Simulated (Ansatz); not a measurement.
`O[Si](O)([SiH3])O[SiH3]` + NH₃ → `N[Si](O)([SiH3])O[SiH3]` + H₂O  (ligand exchange at the Si–O bond)

Computed with Ansatz on PBE0-D4/def2-TZVP structures; ΔE is electronic, products minus reactants. CCSD(T)/CBS adds triple-zeta CCSD(T) − MP2 to the extrapolated MP2 energy (def2 sets, frozen cores). This one scheme is used for every species. Functionals use def2-TZVPP. B3LYP here is the variant with VWN-RPA as its local correlation; programs differ in this. One conformer a species, not always the lowest.

`O[Si](O)([SiH3])O[SiH3]`:

Z-matrix (Å, degrees):
```
Si
O 1 1.633
Si 1 2.336 2 106.8
O 1 1.640 2 107.3 3 -122.4
O 1 1.636 2 112.5 3 120.4
H 2 0.960 1 117.6 3 157.3
H 3 1.488 1 110.6 2 60.9
H 3 1.486 1 110.9 2 -60.2
H 3 1.489 1 109.4 2 179.9
H 4 0.958 1 117.0 2 -151.3
Si 5 1.639 1 145.1 2 -56.7
H 11 1.483 5 108.0 1 -163.8
H 11 1.487 5 110.3 1 -44.1
H 11 1.485 5 110.2 1 76.6
```

NH₃:

Z-matrix (Å, degrees):
```
N
H 1 1.013
H 1 1.013 2 107.1
H 1 1.013 2 107.1 3 -114.5
```

`N[Si](O)([SiH3])O[SiH3]`:

Z-matrix (Å, degrees):
```
Si
O 1 1.641
Si 1 2.342 2 104.1
N 1 1.709 2 109.4 3 -125.6
O 1 1.636 2 113.2 3 119.4
H 2 0.961 1 116.2 3 168.7
H 3 1.490 1 109.7 2 174.8
H 3 1.488 1 112.5 2 54.4
H 3 1.489 1 110.1 2 -66.7
H 4 1.007 1 121.0 2 60.6
H 4 1.007 1 119.7 2 -152.1
Si 5 1.636 1 144.0 2 -72.1
H 12 1.485 5 110.2 1 87.0
H 12 1.488 5 110.4 1 -33.6
H 12 1.484 5 108.3 1 -153.3
```

H₂O:

Cartesian coordinates in Å:
```
O -0.315 -0.057 0.221
H -0.176 0.634 -0.430
H 0.491 -0.577 0.209
```

```csv
level,ΔE (kJ/mol)
PBE-D4,42.6
PBE0-D4,43.1
B3LYP-D4,46.8
ωB97X-V,47.3
r2SCAN,48.3
CCSD/def2-TZVPP,47.7
CCSD(T)/def2-TZVPP,46.6
HF/CBS(def2),55.5
```

Problem. What does CCSD(T)/CBS give? (Best estimate.)

Solution. Computed: +44.1 kJ/mol. The listed levels differ from it by -1.5, -1.0, 2.7, 3.2, 4.2, 3.6, 2.5, 11.4 kJ/mol.

Largest T1 diagnostic among the species: 0.013.

In def2-TZVPP, CCSD(T) changes the Hartree–Fock value by −8.9 kJ/mol (the triples alone add −1.0 kJ/mol) and MP2 by −10.1 kJ/mol. The D4 term adds −4.0 kJ/mol with B3LYP and −2.3 kJ/mol with PBE0; it sums over pairs of atoms, weighted by their polarisabilities, and B3LYP, whose exchange is more repulsive, gets the larger term.
